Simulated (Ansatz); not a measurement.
A single point on CH7BSSi (`CBS[SiH3]`).

```yaml
crystal:
  periodic: [false, false, false]
  atoms:
    - {symbol: C, position_ang: [-1.043535, 1.952693, 0.081441]}
    - {symbol: B, position_ang: [-0.433241, 0.533052, -0.103888]}
    - {symbol: S, position_ang: [0.993697, 0.018431, 0.851399]}
    - {symbol: Si, position_ang: [1.233316, -1.968838, 0.070203]}
    - {symbol: H, position_ang: [-1.046134, 2.477216, -0.881604]}
    - {symbol: H, position_ang: [-0.539935, 2.579226, 0.819119]}
    - {symbol: H, position_ang: [-2.100018, 1.861636, 0.361021]}
    - {symbol: H, position_ang: [-0.906841, -0.240545, -0.888890]}
    - {symbol: H, position_ang: [0.018064, -2.776785, 0.334966]}
    - {symbol: H, position_ang: [2.397039, -2.571798, 0.766252]}
    - {symbol: H, position_ang: [1.492985, -1.921287, -1.389317]}
basis:
  gaussian: {orbitals: def2-TZVPP}
hamiltonian: {xc: pbe}
correlation: {method: rpa}
```

```sh
$ ansatz run in.yaml --threads 2 --pin off --events-out ev --progress --plain --max-ram 4352MiB
```

Shortened log:

```
Functional definition: PBE
1392 factors; integrals over basis functions are off by at most 9.9e-4 eV
mean field evaluation 1: about -20520.5061 eV, gradient 6.5e1 eV
mean field evaluation 2: about -20520.4969 eV, gradient 6.5e1 eV
mean field evaluation 4: about -20530.1877 eV, gradient 1.8e1 eV
mean field evaluation 8: about -20531.2077 eV, gradient 1.0e0 eV
mean field evaluation 16: about -20531.2103 eV, gradient 9.1e-5 eV
mean field -20531.21032118 eV, -754.5080627493 hartree, gradient 1.5e-6 eV, S^2 0.000000; 0 other end points of the search recorded, 0 dependent functions left out
12 core orbitals not correlated: weight in the atoms' cores, before any rotation towards them, 1.000 or more for the frozen orbitals, at most 0.000 for the correlated occupied ones
reference -20493.96159795 eV, -753.1391974185 hartree; 12, 12 occupied and 220, 220 virtual orbitals, 1392 factors
Total energy: -20522.75169994 eV, -754.1972141521 hartree
```

Hardware: 2 threads of an Arm Neoverse V1 on a shared host. Wall time 7.5 s, peak host memory 0.51 GiB.
